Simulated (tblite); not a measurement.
C4H6FGaO2.
Cartesian coordinates in Å at the GFN2-xTB level; atoms count from 1:
```
atom  x, y, z in Å
F1     1.286    1.583    0.055
C2     2.298    0.618   -0.138
Ga3    1.080   -1.027   -0.216
O4    -0.371   -0.522   -1.413
C5    -1.455    0.045   -1.089
C6    -1.941    0.220    0.199
C7    -1.242   -0.234    1.309
O8    -0.126   -0.832    1.302
H9     2.975    0.720    0.715
H10    2.825    0.916   -1.049
H11    1.324   -2.531   -0.411
H12   -2.069    0.413   -1.922
H13   -2.888    0.712    0.341
H14   -1.696   -0.082    2.298
```

Computed values, GFN2-xTB/tblite, gas phase, harmonic and unscaled. Errors from tens to a few hundred cm⁻¹ against measured bands are possible. Modes of hydrogen on gallium can be 10 to 20 % off. One conformer, not necessarily the lowest.

Harmonic wavenumbers (cm⁻¹): 50.3, 51.0, 92.8, 134.7, 214.5, 215.1, 228.8, 266.4, 352.9, 366.0, 405.8, 487.7, 496.6, 540.9, 575.9, 763.4, 866.9, 880.6, 929.5, 949.6, 1056.1, 1140.8, 1150.8, 1184.2, 1311.9, 1343.1, 1387.6, 1401.9, 1476.9, 1618.5, 1760.8, 2865.9, 2870.5, 2926.0, 2927.7, 3123.8.

A = 2111, B = 1310, C = 1224 MHz; mass 173.961 u (most abundant isotopes); point group Cs, symmetry number 1.

What is the zero-point energy?

½Σν̃ = 19208 cm⁻¹ = 229.78 kJ/mol.

Entropy at 500 K, 1 bar (ideal gas, RRHO, classical rotation)?

Translation 183.94, rotation 127.54, vibration 201.87: S = 513.3 J/(mol K).

And Cp and H(500 K) − H(0)?

Cp = 204.90 J/(mol K), of which vibrations give 171.64 (their classical limit is 36 R = 299.3); H(500 K) − H(0) = 65.86 kJ/mol without the zero-point energy, 49.23 from vibrations.

Which modes carry the vibrational entropy at 500 K?

50.3 cm⁻¹: 24.39; 51.0 cm⁻¹: 24.28; 92.8 cm⁻¹: 19.32; 134.7 cm⁻¹: 16.25; 214.5 cm⁻¹: 12.46; 215.1 cm⁻¹: 12.43 J/(mol K); the other 30 give 92.74 together.

Blend soft modes into free rotors: weight 1/[1 + (100 cm⁻¹/ν̃)⁴] for the oscillator and the rest for a rotor with moment μB/(μ + B), μ = h/(8π²ν), B = 10⁻⁴⁴ kg m². What vibrational entropy results?

184.16 J/(mol K) in place of 201.87, which changes −T·S at 500 K by +8.85 kJ/mol.

Hindered rotation and anharmonicity are outside this model. Other conformers, if any are populated, would add a mixing term that is left out.

On an Intel Xeon at 2.50 GHz with one thread, on a shared host, this took 1.9 s wall, 1.4 s CPU. The figure is for the frequency step alone.
